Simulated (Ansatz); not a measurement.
The same path of ClH3Sn + FH + FH (9 atoms, charge 0, multiplicity 1) was run twice with different band settings. Lost on the way: Sn1–Cl2, H6–F7, H8–F9. Made: Sn1–F7, Cl2–H8, H6–F9.

Computed with RKS revPBE-D4/def2-SVP in Ansatz 0.2.0.

Relaxed end points:

```xyz
9
Properties=species:S:1:pos:R:3
Sn -0.993 -1.144 -0.061
Cl 1.454 -1.178 -0.150
H -1.271 -2.855 -0.003
H -1.416 -0.399 1.425
H -1.545 -0.477 -1.540
H 0.402 1.890 0.003
F -0.520 1.727 -0.206
H 1.938 0.740 0.197
F 1.950 1.696 0.334
```

```xyz
9
Properties=species:S:1:pos:R:3
Sn -1.313 -0.690 -0.191
Cl 2.115 -1.023 0.728
H -0.635 -2.070 -0.952
H -1.095 -0.499 1.501
H -2.924 -0.340 -0.712
H 0.755 1.579 -0.282
F -0.352 0.888 -1.025
H 1.980 0.299 0.611
F 1.469 1.857 0.322
```

Common settings: spring 5.0 eV/Å²; optimiser quadratic models (default); start path through a guess of the saddle point; force threshold 0.05 eV/Å; iteration limit 60; end points relaxed.

| run | movable images | climbing image |
| --- | --- | --- |
| 1 | 5 | yes |
| 2 | 6 | no |

**Question.** What does each run give, and how far can it be trusted?

**Answer.** Run 1: converged after 11 iterations, highest image 0.525 eV above the first end. A vibrational analysis at the climbing image gives one clearly imaginary mode, 337i cm⁻¹: a first-order saddle point.
Run 2: converged after 15 iterations, highest image 0.455 eV above the first end. No image climbed, so the highest image needn't sit at the top of the path.
The orbitals stay closed-shell, which can raise the energy where a bond breaks towards radicals; this wasn't checked here.
